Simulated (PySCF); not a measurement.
Species: [MoNCl5]3- (charge -3 and doublet state).
Cartesian coordinates in Å at the PBE0-D3(BJ)/def2-SVP level; atoms count from 1:
```
atom  x, y, z in Å
Mo1   -0.0011    0.0007    0.3308
N2    -0.0154   -0.0041    1.9655
Cl3    0.0145    0.0026   -2.7361
Cl4    2.5187    0.2038    0.1278
Cl5   -2.5183   -0.2040    0.0921
Cl6   -0.2027    2.5192    0.1126
Cl7    0.2043   -2.5180    0.1072
```

Theory: PBE0-D3(BJ)/def2-SVP geometry optimisation, gas phase, def2 core potentials past Kr (PySCF).

Take the most abundant isotopes and a rigid rotor. 

(1) What are A, B and C (GHz)?

(2) Classify the top.

(3) Is it planar, by Δ = Ic − Ia − Ib?

(4) Give the other two planar moments, Paa and Pbb, and the rms extents of the mass along the axes.

(5) Where do the R-branch lines fall?

(6) Estimate the classical rotational partition function at 50 K, 100 K and 298.15 K.

## Answers

(1) Ia = 773.31, Ib = 773.46, Ic = 893.07 u·Å²; 505379 MHz·u·Å²/I gives 653.5, 653.4 and 565.9 MHz, that is A = 0.6535, B = 0.6534, C = 0.5659 GHz.

(2) An oblate symmetric top, as the point group C4v requires two equal moments: κ = (2 × 653.4 − 653.5 − 565.9)/(653.5 − 565.9) = 1.00.

(3) Not planar: Δ = Ic − Ia − Ib = -653.70 u·Å². For a rigid frame Δ = −2 Σ m c², so Σ m c² = 326.85 u·Å² lies off the ab plane. The atom farthest from that plane is 2.67 Å away.

(4) Paa = Σ m a² = (Ib + Ic − Ia)/2 = 446.61 and Pbb = Σ m b² = (Ia + Ic − Ib)/2 = 446.46 u·Å². With the mass M = 286.75 u, the rms extents √(P/M) along a, b and c are 1.25, 1.25, 1.07 Å.

(5) The dipole of 3.02 D (about the centre of mass, as the species is charged) lies along the symmetry axis, so ΔK = 0 and J+1 ← J falls at 2B(J+1) for every K: 1.31 GHz, 2.61 GHz, 3.92 GHz, 5.23 GHz, 6.53 GHz for J = 0 to 4.

(6) Point group C4v, symmetry number σ = 4; q = (√π/σ)·√((kT/h)³/(ABC)), k/h = 20836.6 MHz/K: 30300 at 50 K, 85700 at 100 K, 441000 at 298.15 K.

For this open shell read J as N, the rotation without spin; fine and hyperfine splittings come on top. Stationary, but not proved a minimum. ⟨S²⟩ = 0.769 (exact for a doublet: 0.75). Whether so highly charged an anion holds all its electrons in the gas phase wasn't checked; a finite basis holds them in any case. No counter-ion or solvent screens the charge of this multiply charged ion. Constants of a rigid frame at the computed geometry: no zero-point averaging, no centrifugal distortion.

On one thread, x86-64 server, shared host, this took 7.3 min of wall time. That covers the optimisation of the geometry.

Caution for open-shell metal species: one SCF solution and one stationary point were followed, and a lower state or a bent or distorted shape isn't ruled out.
